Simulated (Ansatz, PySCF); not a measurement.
Molecule: C$_{2}$Cl$_{5}$ (charge 0, doublet). It need not be the lowest isomer of its formula. SMILES: Cl[C](Cl)C(Cl)(Cl)Cl
Coordinates optimised at B3LYP-D3(BJ)/def2-TZVP (Ansatz, a quantum-chemistry and plane-wave program):
```
C
C 1 1.4945
Cl 2 1.7024 1 119.08
Cl 2 1.7024 1 119.08 3 -154.14
Cl 1 1.7828 2 110.77 3 -42.56
Cl 1 1.7828 2 110.77 3 -163.30
Cl 1 1.8242 2 109.70 3 77.07
```
Charge 0, spin multiplicity 2.

Property: atomisation energy (electronic, to ground-state atoms), in kcal/mol. Cores are frozen in the correlated levels unless marked. Open shells are spin-unrestricted. Spin-orbit coupling is left out. No relativistic terms. The coupled-cluster limit lacks core correlation, which all-electron functionals hold. CBS marks a two-point X^-3 extrapolation of the correlation energy; Hartree-Fock from the larger set. The bracket is a focal-point correction in the basis named.

| level | program | atomisation energy (kcal/mol) |
|---|---|---|
| HF/def2-TZVPD | PySCF | 293.3 |
| revPBE/def2-TZVPD | Ansatz | 486.1 |
| r2SCAN-D4/def2-TZVPD | Ansatz + dftd4 | 503.6 |
| B97M-V/def2-TZVPD | Ansatz | 498.3 |

Predict the RI-MP2/CBS(cc-pV(T+d)Z,cc-pV(Q+d)Z)+[CCSD(T)-MP2]/cc-pV(D+d)Z result (Ansatz).

491.9 kcal/mol, so B97M-V/def2-TZVPD differs from it by 6.4 kcal/mol.
